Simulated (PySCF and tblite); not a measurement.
Results of a calculation; reference values are marked as such.
C₉H₇F₃O, numbered as in [OH:1][c:2]1[cH:3][cH:4][cH:5][c:6]2[c:7]1[CH2:8][C@@H:9]2[C:10]([F:11])([F:12])[F:13].

Free energies: PBE0-D3(BJ)/6-31G* on GFN2-xTB structures plus GFN2-xTB thermal terms, symmetry and mirror images included. Conformers within 2.5 kcal/mol (GFN2-xTB free energy) were kept, 3 at most. GIAO shieldings: PBE0/6-31G*. Shifts are against TMS (¹H), TMS (¹³C), CFCl3 (¹⁹F) at the same level. Run with PySCF (density fitting) and tblite.

Torsions listed: H1–O1–C2–C3. The 4-ring runs over atoms 6–7–8–9.

```
conformer               shape  symmetry  E(GFN2) kcal/mol  E(DFT) kcal/mol
        1  4-ring flat; -178°        C1              0.18             0.00
        2    4-ring flat; -1°        C1              0.00             0.12
```

Q: How much do the weights at 298.15 K and the averaged shift of H3 depend on how the conformers are weighted?

A: 
| weighting | 1 (%) | 2 (%) | δ (ppm) | rms dipole (D) |
| --- | --- | --- | --- | --- |
| DFT energy with thermal terms, symmetry and mirror images (full scheme) | 55 | 45 | 6.63 | 2.61 |
| DFT energy with symmetry and mirror images | 55 | 45 | 6.63 | 2.61 |
| bare DFT energy | 55 | 45 | 6.63 | 2.61 |
| GFN2-xTB energy with symmetry and mirror images | 42 | 58 | 6.56 | 2.75 |
| GFN2-xTB free energy | 42 | 58 | 6.56 | 2.75 |
| leading conformer alone | 100 | 0 | 6.86 | 2.04 |
| equal weights | 50 | 50 | 6.60 | 2.67 |
| full scheme, search stopped after three starts | 100 | 0 | 6.86 | 2.04 |

The largest departure from the full scheme, 0.23 ppm, comes with: leading conformer alone.


Conformer gaps in 6-31G* on xTB geometries can be 2 kcal/mol off for S=O, P=O and other polar bonds.